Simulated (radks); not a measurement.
Values are calculated unless marked as measured or tabulated.
Dipole-allowed excitations along the series with 48 electrons in [Kr] 4d10 5s2. Code: a radial shooting solver on a logarithmic mesh with Libxc functionals. Model: scalar-relativistic Kohn-Sham, exchange-only LDA, spin-unpolarised, spherical densities, finite nucleus; Fermi nuclear charge, rms radius of each element as measured or else 0.836 A^(1/3) + 0.57 fm. Time-dependent linear response with the Hartree and adiabatic exchange-only LDA kernel, continuum included through the Sternheimer equations, no spin-orbit coupling, so fine structure and intercombination lines are absent. Lines are the poles of the dipole polarisability below minus the highest occupied eigenvalue, found on a grid refined at the orbital gaps; the lowest seven at most are given, and weak or close lines can be missed. The first line takes the name of the lowest orbital gap if no other gap lies below it; otherwise a line is named after a gap within 0.6 % of it, if that gap stands alone.

| species | -e(HOMO) (eV) | lowest orbital gap (eV) | first line (eV) | f | static alpha (bohr^3) |
|---|---|---|---|---|---|
| Te4+ | 52.325 | 5s-5p 11.730 | 14.164 (5s-5p) | 1.57 | 7.465 |
| I5+ | 68.076 | 5s-5p 13.466 | 16.169 (5s-5p) | 1.57 | 5.725 |
| Xe6+ | 85.220 | 5s-5p 15.217 | 18.171 (5s-5p) | 1.57 | 4.522 |
